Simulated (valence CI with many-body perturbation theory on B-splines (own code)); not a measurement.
**E1 line list for Nd²⁺**

Computed by valence CI with perturbative core correlation (CI+MBPT): four valence electrons over a frozen Dirac-Fock core [Xe], a basis of 8 s, 8 p, 9 d, 9 f, 6 g, 3 h, 2 i functions for each j, with the one-electron correlation potential Σ1, the two-electron term Σ2, the three-electron term Σ3, Breit, model QED; the open f shell's mean field enters the energy denominators; selected CI, second order for the rest, scaled by the run's own slope (own B-spline code, finite nucleus).

Set against measurement, 33 paired levels are off by 2229 cm⁻¹ on average, the worst by 4201. These come from a selection out of Ding et al., The Spectrum and Energy Levels of the Low-lying Configurations of Nd III (preprint, 2023). Levels without a partner in it may be off by more, other configurations by several thousand cm⁻¹. Among the levels kept, up to 580 cm⁻¹ of a level comes from second order outside the variational space, and about a tenth of that is noise between levels of different J, which matters for small intervals. 15 measured levels below the end of the list, from 20389 cm⁻¹ on, found no clear computed partner, and computed levels of the same name lie up to 4879 cm⁻¹ from them.

Lines 1 to 50 of 61 in falling wavelength, among levels below 26232 cm⁻¹, chosen from the strongest by gf and those to the six lowest levels. Wavelengths and rates use the calculated energies, so an error of 2000 cm⁻¹ moves a line at 24680 Å by 49 % and its rate by three times that or more. Electric multipoles are in the length gauge, E1 and E2 with the static RPA response of the core. Weak lines are less certain than strong ones. Lines between different terms over intervals too small for the method are left out, as are lines whose strength nearly cancels and 99 of this kind that miss the measured wavelength by over 7 %. The highest levels of a list are the least certain.

Names give the largest LS component (configuration and term), which can be under half, so a name can repeat, a term be missing and a line seem to break the LS rules; names also repeat where a configuration has a term twice.

```tsv
λ vac (Å)	Upper	Lower	A (s⁻¹)	S (a.u.)
24680	4f³5d ⁵H°_5	4f⁴ ³F_4	5.96e+01	4.87e-03
24660	4f³5d ⁵K°_7	4f⁴ ⁵G_6	2.25e+01	2.50e-03
24110	4f³5d ⁵H°_5	4f⁴ ³G_5	7.58e+01	5.76e-03
23650	4f³5d ³H°_4	4f⁴ ³G_4	1.75e+02	1.03e-02
23610	4f³5d ⁵G°_3	4f⁴ ¹D_2	3.41e+02	1.55e-02
23020	4f³5d ⁵I°_6	4f⁴ ³G_5	1.99e+02	1.56e-02
22200	4f⁴ ¹L_8	4f³5d ⁵L°_7	1.83e+01	1.68e-03
22030	4f⁴ ³I_5	4f³5d ⁵K°_5	7.28e+01	4.23e-03
21910	4f³5d ⁵K°_5	4f⁴ ³H_4	4.71e+02	2.69e-02
21730	4f³5d ⁵G°_3	4f⁴ ³D_3	3.76e+01	1.33e-03
21250	4f³5d ³I°_6	4f⁴ ³H_6	4.33e+02	2.66e-02
21170	4f³5d ⁵I°_5	4f⁴ ³G_4	4.36e+02	2.24e-02
20930	4f³5d ³I°_5	4f⁴ ⁵G_6	4.58e+01	2.28e-03
20500	4f³5d ⁵H°_3	4f⁴ ³D_2	4.69e+01	1.40e-03
18820	4f³5d ³I°_6	4f⁴ ³L_7	4.87e+02	2.08e-02
18330	4f³5d ⁵H°_4	4f⁴ ³G_4	4.64e+02	1.27e-02
18160	4f³5d ⁵I°_4	4f⁴ ³G_3	1.73e+03	4.61e-02
18130	4f³5d ⁵G°_3	4f⁴ ³G_4	1.25e+02	2.57e-03
17170	4f³5d ⁵H°_3	4f⁴ ³G_3	2.66e+03	4.64e-02
16440	4f³5d ³I°_6	4f⁴ ⁵G_6	2.68e+03	7.64e-02
16290	4f³5d ⁵I°_5	4f⁴ ⁵G_6	8.09e+01	1.90e-03
16190	4f³5d ⁵H°_5	4f⁴ ³G_4	1.84e+03	4.24e-02
15600	4f³5d ⁵I°_6	4f⁴ ³H_6	5.69e+02	1.39e-02
15240	4f³5d ³H°_4	4f⁴ ³G_3	3.12e+03	4.90e-02
14490	4f³5d ⁵G°_3	4f⁴ ³D_2	8.35e+02	8.77e-03
14430	4f³5d ⁵G°_2	4f⁴ ³D_2	1.34e+02	9.90e-04
14250	4f³5d ⁵I°_6	4f⁴ ³L_7	4.59e+02	8.51e-03
13870	4f³5d ⁵H°_4	4f⁴ ⁵G_5	2.19e+02	2.60e-03
13310	4f³5d ³H°_4	4f⁴ ⁵G_4	9.89e+01	1.04e-03
13170	4f³5d ⁵H°_5	4f⁴ ⁵G_6	5.82e+02	7.22e-03
12840	4f³5d ⁵I°_6	4f⁴ ⁵G_6	4.65e+03	6.32e-02
12830	4f³5d ⁵H°_4	4f⁴ ³G_3	3.22e+04	3.02e-01
12780	4f³5d ³H°_4	4f⁴ ³H_5	1.06e+03	9.83e-03
12690	4f³5d ⁵G°_2	4f⁴ ³G_3	1.17e+03	5.92e-03
11510	4f³5d ⁵I°_4	4f⁴ ³H_4	1.69e+04	1.14e-01
11440	4f³5d ⁵H°_4	4f⁴ ⁵G_4	1.71e+03	1.14e-02
11430	4f³5d ⁵H°_3	4f⁴ ⁵G_2	9.33e+04	4.81e-01
11260	4f³5d ³I°_5	4f⁴ ³H_4	4.96e+04	3.84e-01
11100	4f³5d ⁵H°_3	4f⁴ ³H_4	4.26e+03	2.01e-02
11040	4f³5d ⁵H°_4	4f⁴ ³H_5	5.64e+03	3.37e-02
10980	4f³5d ³H°_4	4f⁴ ⁵G_3	6.43e+04	3.78e-01
10260	4f³5d ³H°_4	4f⁴ ³H_4	5.94e+04	2.85e-01
9764	4f³5d ⁵I°_5	4f⁴ ³H_4	3.87e+03	1.96e-02
9675	4f³5d ⁵H°_4	4f⁴ ⁵G_3	5.60e+04	2.25e-01
9282	4f³5d ⁵G°_3	4f⁴ ⁵G_2	3.76e+03	1.04e-02
9257	4f³5d ⁵G°_2	4f⁴ ⁵G_2	1.66e+05	3.24e-01
9147	4f³5d ³H°_4	4f⁴ ⁵F_5	2.77e+02	9.43e-04
9112	4f³5d ⁵H°_4	4f⁴ ³H_4	3.64e+04	1.22e-01
9063	4f³5d ⁵G°_3	4f⁴ ³H_4	2.84e+04	7.31e-02
8300	4f³5d ³H°_4	4f⁴ ⁵F_4	1.52e+04	3.85e-02
```
